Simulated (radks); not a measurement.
The numbers below are computed, except where a source is named.
Task: All-electron atom: Nd3+ in [Kr] 4d10 4f(5/2: 4, 7/2: 0) 5s1 5p6 (not the ground configuration). Level of theory: Dirac Kohn-Sham, BLYP, spin-unpolarised, spherical densities, finite nucleus; Fermi nuclear charge, rms radius 4.9123 fm (a radial shooting solver on a logarithmic mesh with Libxc functionals). Some entries of the table are withheld. Estimate them.

| orbital | occ. | eigenvalue (eV) | r(max) (bohr) |
|---|---|---|---|
| 1s1/2 | 2 | (1) | 0.01509 |
| 2s1/2 | 2 | -7037.676 | 0.08565 |
| 2p1/2 | 2 | (2) | 0.06507 |
| 2p3/2 | 4 | (3) | 0.07052 |
| 3s1/2 | 2 | -1547.220 | 0.2440 |
| 3p1/2 | 2 | -1385.975 | 0.2308 |
| 3p3/2 | 4 | -1282.122 | 0.2425 |
| 3d3/2 | 4 | -1001.048 | 0.1941 |
| 3d5/2 | 6 | -978.5914 | 0.1974 |
| 4s1/2 | 2 | -328.8506 | 0.5655 |
| 4p1/2 | 2 | -268.0146 | 0.5730 |
| 4p3/2 | 4 | -245.4959 | 0.5981 |
| 4d3/2 | 4 | -145.4812 | 0.6142 |
| 4d5/2 | 6 | -141.5052 | 0.6224 |
| 5s1/2 | 1 | -66.2877 | 1.312 |
| 5p1/2 | 2 | -49.5377 | 1.429 |
| 5p3/2 | 4 | -46.2333 | 1.498 |
| 4f5/2 | 4 | -28.2100 | 0.6589 |
| 4f7/2 | 0 | -27.7804 | 0.6640 |

Result: 
(1) 1s1/2 eigenvalue (eV): -43390.34
(2) 2p1/2 eigenvalue (eV): -6660.404
(3) 2p3/2 eigenvalue (eV): -6140.105
